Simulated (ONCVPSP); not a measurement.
# technetium (Tc): excitation energies, all-electron against ONCV

technetium, optimised norm-conserving Vanderbilt (ONCV), made with ONCVPSP 4.0.1 (BLYP, fully relativistic). Core [Ar] 3d10, reference 4s2 4p6 4d6 5s1. Waves: 4s+5s: rc 1.40 bohr, ncon 3, nbas 6, qcut 8.1 1/bohr, 3 projectors, debl 2.1 Ha; 4p: rc 1.70 bohr, ncon 3, nbas 7, qcut 7.5 1/bohr, 2 projectors, debl 3.4 Ha; 4d: rc 1.40 bohr, ncon 4, nbas 8, qcut 9.5 1/bohr, 2 projectors, debl 3.9 Ha. Local part: polynomial inside 1.15 bohr (lpopt 5, dvloc0 -1 Ha). Core correction: Teter function, fcfact 2.25, rcfact 1.15.

Open shells are filled in proportion to 2j + 1.

Energies are relative to the spin-unpolarised reference configuration 4s2 4p6 4d6 5s1; without spin polarisation the order of configurations can differ from experiment.

```tsv
valence configuration	charge	ΔE all-electron (eV)	error AE − PS (meV)
4s2 4p6 4d5 5s0	+2	23.938	+1.1
4s2 4p6 4d4 5s2	+1	12.303	+3.1
```

What are ΔE and the potential's error for 4s2 4p6 4d5 5s2?

ΔE = 0.844 eV all-electron; the error (AE − PS) is +0.2 meV.

What are ΔE and the potential's error for 4s2 4p6 4d5 5s1?

ΔE = 8.967 eV all-electron; the error (AE − PS) is +0.6 meV.

Levels in the configuration 4s2 4p6 4d5 5s2:

```tsv
level	all-electron (eV)	pseudo (eV)
4s j=1/2	-73.170	-73.154
4p j=3/2	-44.191	-44.185
4p j=1/2	-47.161	-47.153
4d j=5/2	-6.375	-6.375
4d j=3/2	-6.661	-6.660
5s j=1/2	-4.956	-4.956
```
